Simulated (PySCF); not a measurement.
**Mo²⁴⁺ (molybdenum, charge +24): Hartree-Fock from Schrödinger to Dirac-Coulomb-Breit**

Occupied: 1s1/2, 2s1/2, 2p1/2, 2p3/2, 3s1/2, 3p1/2, 3p3/2. Hartree-Fock calculated with PySCF 2.14 in an uncontracted even-tempered set (18 s from 1.4 bohr⁻², ratio 2.7; 13 p from 1.7 bohr⁻², ratio 2.7), Gaussian nucleus throughout. NR is non-relativistic, sf-X2C the spin-free one-electron X2C Hamiltonian, X2C adds the bare one-electron spin-orbit term, X2C-SNSO screens it by Boettger's factors, DC is four-component Dirac-Coulomb, and the Gaunt and Breit terms are added at first order (total energies over the DC spinors, levels after relaxing the spinors in that mean field). QED terms are absent. Levels marked empty are virtual spinors of this ion; the basis has s and p functions only, so 3d, which can lie below the n = 4 levels, is absent.

| Hamiltonian | E (hartree) | E − E(DC) (hartree) | CPU seconds |
| --- | --- | --- | --- |
| NR | -3612.9181 | 72.0438 | 0.43 |
| sf-X2C | -3683.6499 | 1.3120 | 0.25 |
| X2C | -3684.1821 | 0.7798 | 0.38 |
| X2C-SNSO | -3684.1315 | 0.8303 | 0.32 |
| DC | -3684.9619 | 0.0000 | 15 |
| DC+Gaunt | -3682.3881 | 2.5738 | 26 |
| DC+Breit | -3682.6341 | 2.3278 | 74 |

Give the 3p spin-orbit interval with each Hamiltonian that has one.

X2C 25.29; X2C-SNSO 24.05; DC 23.88; DC+Gaunt 23.50; DC+Breit 23.50 (eV).

| level (eV) | NR | sf-X2C | X2C | X2C-SNSO | DC | DC+Gaunt | DC+Breit |
| --- | --- | --- | --- | --- | --- | --- | --- |
| 1s1/2 | -20671.0 | -21155.5 | -21154.4 | -21154.5 | -21169.1 | -21129.9 | -21132.7 |
| 2s1/2 | -3824.6 | -3945.4 | -3945.1 | -3945.1 | -3946.7 | -3943.2 | -3943.4 |
| 2p1/2 | -3601.9 | -3634.2 | -3712.7 | -3708.8 | -3709.1 | -3703.1 | -3703.8 |
| 2p3/2 | -3601.9 | -3634.2 | -3597.5 | -3599.2 | -3600.5 | -3596.2 | -3596.8 |
| 3s1/2 | -1349.6 | -1381.1 | -1381.0 | -1381.0 | -1381.3 | -1380.6 | -1380.7 |
| 3p1/2 | -1261.2 | -1271.9 | -1289.1 | -1288.2 | -1288.3 | -1287.0 | -1287.2 |
| 3p3/2 | -1261.2 | -1271.9 | -1263.8 | -1264.2 | -1264.4 | -1263.5 | -1263.7 |
| 4s1/2 (empty) | -630.00 | -640.93 | -640.92 | -640.92 | -641.02 | -640.76 | -640.79 |
| 4p1/2 (empty) | -600.17 | -604.41 | -609.95 | -609.68 | -609.70 | -609.28 | -609.34 |
| 4p3/2 (empty) | -600.17 | -604.41 | -601.82 | -601.94 | -602.01 | -601.71 | -601.78 |

Weight of the small component: 1s1/2 0.0235, 2s1/2 0.00493, 2p1/2 0.00488, 2p3/2 0.00473, 3s1/2 0.00164, 3p1/2 0.00158, 3p3/2 0.00155, 4s1/2 0.000693, 4p1/2 0.000674, 4p3/2 0.000659.

Koopmans' value for the highest occupied level at DC+Breit: 1263.7 eV, against an ionisation energy of 1263 ± 4 eV (semi-empirical (NIST evaluation); NIST Atomic Spectra Database, ionization energies); the former lacks relaxation, correlation, QED and recoil.

The whole ladder took 120 s of wall time on 1 thread of Neoverse-N1 (shared host), launched as `OMP_NUM_THREADS=1 python relrun2.py TASK.json OUT` (a driver that calls PySCF for each Hamiltonian).
